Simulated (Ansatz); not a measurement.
Ansatz (an electronic-structure program) input (MP2/6-31G*):

Ansatz 0.2 input:
```yaml
crystal:
  periodic: [false, false, false]
  atoms:
    - {symbol: C, position_ang: [1.48334200, -1.07746400, 0.13514900]}
    - {symbol: Si, position_ang: [-0.01068500, 0.03828200, -0.00162400]}
    - {symbol: C, position_ang: [-1.51970100, -0.89943400, -0.54427400]}
    - {symbol: O, position_ang: [-0.25223400, 0.80115300, 1.45177100]}
    - {symbol: O, position_ang: [0.20998800, 1.22327000, -1.12641800]}
    - {symbol: H, position_ang: [1.32833700, -1.86924300, 0.87305700]}
    - {symbol: H, position_ang: [2.37441000, -0.51637700, 0.42695600]}
    - {symbol: H, position_ang: [1.69263000, -1.55802300, -0.82309500]}
    - {symbol: H, position_ang: [-1.38400100, -1.31289100, -1.54594000]}
    - {symbol: H, position_ang: [-1.73548200, -1.72672600, 0.13562800]}
    - {symbol: H, position_ang: [-2.39033600, -0.24156100, -0.56529200]}
    - {symbol: H, position_ang: [0.07530400, 0.37536600, 2.24645900]}
    - {symbol: H, position_ang: [0.74484600, 1.97951500, -0.87311500]}
basis:
  gaussian:
    orbitals: 6-31G*
magnetization: {spin_polarized: false}
correlation: {method: mp2, electrons: outside_noble_gas}
```

Output:

```
Functional definition: HF
integrals: 0.06 GiB planned
955 factors; integrals over basis functions are off by at most 9.3e-4 eV
mean field: 0.36 GiB planned
mean field evaluation 1: about -14122.0563 eV, gradient 4.8e1 eV
mean field evaluation 2: about -14122.1040 eV, gradient 4.8e1 eV
mean field evaluation 4: about -14126.6791 eV, gradient 3.7e0 eV
mean field evaluation 8: about -14126.7234 eV, gradient 8.8e-5 eV
mean field -14126.72335333 eV, -519.1475077980 hartree, gradient 4.0e-6 eV, S^2 0.000000; 0 other end points of the search recorded, 0 dependent functions left out
9 core orbitals not correlated
reference -14126.72335333 eV, -519.1475077980 hartree; 16, 16 occupied and 70, 70 virtual orbitals, 955 factors
second order -19.15874727 eV of doubles, -0.00000000 eV of singles
Total energy: -14145.88210060 eV, -519.8515787739 hartree
```

The geometry given is a B3LYP-D3(BJ)/def2-TZVP minimum.
